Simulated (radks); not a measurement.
Question: These are the eigenvalues of the occupied orbitals of an atom or ion with whole-number occupations (hartree). Calculated with a radial shooting solver on a logarithmic mesh with Libxc functionals: non-relativistic Kohn-Sham, XLYP, spin-polarised, spherical densities, point nucleus.

| orbital | eigenvalue |
|---|---|
| 1s down | -236.5257 |
| 1s up | -236.5254 |
| 2s up | -29.16976 |
| 2s down | -29.10758 |
| 2p up | -25.31836 |
| 2p down | -25.27145 |
| 3s up | -5.22298 |
| 3s down | -5.08025 |
| 3p up | -4.10653 |
| 3p down | -3.96716 |
| 3d up | -2.29688 |

Which element is it, and in what charge state? The configuration may be excited. Open shells, if any, are filled with parallel spins first.

Answer: Z = 25, manganese, charge +4: Mn4+ in [Ar] 3d3. The list shows which subshells hold electrons but not how many an open one holds; the 1s level, -236.53 hartree, gives Z - s = 21.7 by -(Z - s)^2/2, which with screening narrows Z to a few neighbours, and the depths of the outer levels then fix element, charge and occupations together.
